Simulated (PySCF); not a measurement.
Si(F)(vinyl)(OH)2 (C₂H₅FO₂Si), SMILES C=C[Si](O)(O)F.

Geometry: B3LYP-D3(BJ)/def2-SVP. One conformer was computed; it need not be the lowest.

Two levels are set side by side: TDA-PBE/def2-SVPD (PySCF) and TDA-CAM-B3LYP/def2-SVPD (PySCF). Vertical, same geometry. The lowest singlet is HOMO−1→LUMO 94 % with PBE and HOMO−1→LUMO 85 % with the other functional; states are paired by order. Differences are taken from unrounded values.

```
quantity                               TDA-CAM-B3LYP  TDA-PBE  TDA-PBE minus TDA-CAM-B3LYP
-------------------------------------  -------------  -------  ---------------------------
lowest singlet excitation (eV)                  7.02     6.10                        -0.92
lowest triplet excitation (TDA) (eV)            4.22     4.36                         0.14
first bright state (f over 0.05) (eV)           7.87     7.14                        -0.73
its oscillator strength                         0.54     0.09                        -0.45
```

A lower first singlet is the usual sign of a functional without exact exchange. Differences between two approximate levels are no errors against the true value.

Rough cost on one machine, each run with all the roots and properties that it gave: TDA-CAM-B3LYP against TDA-PBE about 5 times.
